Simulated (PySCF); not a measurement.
How methods differ on the excitation energy of Mo⁺

Mo⁺ [Kr] 4d5 (6S) → Mo⁺ [Kr] 4d4 5p1 (high-spin determinant), as a difference of total energies. Computed with PySCF 2.14 in aug-cc-pVTZ-PP with one added diffuse shell each of s, p, d, f, g type with ECP28MDF (7s7p6d4f3g, 113 functions), with a scalar-relativistic core potential. Correlated levels: valence: 4s2 4p6 frozen. The calculations carry no spin-orbit coupling.

| method | excitation energy (eV) |
| --- | --- |
| UHF | 5.527 |
| LDA | 5.787 |
| PBE | 5.713 |
| PBE0 | 5.815 |
| r2SCAN | 5.761 |
| M06-L | 6.000 |
| revPBE | 5.706 |
| TPSS | 5.634 |
| MP2 (valence) | 5.874 |
| SCS-MP2 (valence) | 5.643 |

Task: How much does correlation contribute at MP2 (valence)?

Result: 5.874 − (5.527) = 0.347 eV, measured against UHF.

The determinant of the upper state mixes LS terms, which raises its energy above the lowest term, most at the Hartree-Fock and MP2 levels.
